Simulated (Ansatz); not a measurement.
Two members of one family (Same ligands, another metal), computed with Ansatz in the gas phase; def2 core potentials for Zr, no spin–orbit coupling. Binding counts from free atoms in the multiplicity of their measured ground term, without zero-point energy. A dash marks a value that wasn't run or was left out as unsound. The structures are stationary points that may keep the symmetry of their start. Remarks come from the PBE and PBE0 runs and from stability tests at other levels; not every state was tested. HOMO above LUMO (over both spins in singlets and doublets, within one spin in higher multiplets; at PBE or PBE0), or a gap under 0.15 eV within one spin, warns that the state may not be the lowest or that an electron is smeared out.

First: ZrF4 (singlet, charge 0, PBE-D4/def2-SVP geometry).

```xyz
5

Zr    0.000    0.000    0.000
F     1.304   -1.392    0.042
F    -1.048   -0.061    1.594
F    -1.135   -0.236   -1.516
F     0.878    1.690   -0.120
```

| level | HOMO (eV) | LUMO (eV) | gap (eV) | vertical IE (eV) | binding per atom (eV) |
| --- | --- | --- | --- | --- | --- |
| PBE-D4/def2-TZVP | -10.14 | -2.35 | 7.78 | 13.51 | – |
| r2SCAN-D4/def2-TZVP | -10.64 | -2.19 | 8.45 | 13.88 | – |
| PBE0-D4/def2-SVP | -12.03 | -1.40 | 10.63 | – | 5.43 |
| PBE0-D4/def2-TZVP | -12.20 | -1.49 | 10.71 | 14.51 | 5.31 |
| PBE0-D4/def2-TZVPD | -12.21 | -1.48 | 10.73 | – | 5.31 |

Metal–donor distances: 4 × F 1.91 Å. Remarks: gap within one spin near zero at PBE or PBE0 (+1 doublet).

Second: TiF4 (singlet, charge 0, PBE-D4/def2-SVP geometry).

```xyz
5

Ti    0.0003   -0.0001   -0.0001
F     0.4973   -0.4763    1.6024
F     0.5121   -1.2067   -1.1504
F     0.7274    1.5332   -0.4027
F    -1.7370    0.1499   -0.0492
```

Q: Estimate how these quantities change from the first to the second (second minus first).

A: 
```csv
level,Δ HOMO (eV),Δ LUMO (eV),Δ gap (eV),Δ vertical IE (eV),Δ binding per atom (eV)
PBE-D4/def2-TZVP,-0.30,-1.75,-1.45,0.49,–
r2SCAN-D4/def2-TZVP,-0.33,-1.92,-1.60,0.51,–
PBE0-D4/def2-SVP,-0.26,-1.82,-1.56,–,-0.55
PBE0-D4/def2-TZVP,-0.33,-1.73,-1.39,0.46,-0.46
PBE0-D4/def2-TZVPD,-0.31,-1.70,-1.39,–,-0.46
```

Metal–donor distances: 4 × F 1.74 Å. Remarks: gap within one spin near zero at PBE or PBE0 (+1 doublet).
